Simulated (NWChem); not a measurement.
Molecule: CH$_{3}$IOPb, singlet; SMILES [O](C)[Pb][I]

```xyz
7

Pb     0.4417     0.9548     0.0000
I      0.0388    -1.8687     0.0000
O     -1.5450     1.6126     0.0004
C     -2.7590     0.9329    -0.0003
H     -2.6495    -0.1691     0.0053
H     -3.3594     1.2128     0.8866
H     -3.3540     1.2039    -0.8933
```
Atoms are numbered in this order, from 1.

Computed with NWChem. Low-valent species are run as closed-shell singlets; no triplet was tried in these runs. All runs use the structure optimised with PBE0/def2-SVP. def2 effective core potentials on I, Pb; no spin-orbit coupling. Level B3LYP/def2-SVP: energy and gradient on several grids; changes count from the extra-fine grid, which is no exact limit either.

```csv
grid,size of the energy change (μHa),largest change of a gradient component (μHa/bohr)
xcoarse,700,2000
coarse,60,700
medium,< 10,90
fine,< 10,< 30
xfine,< 10,< 30
```
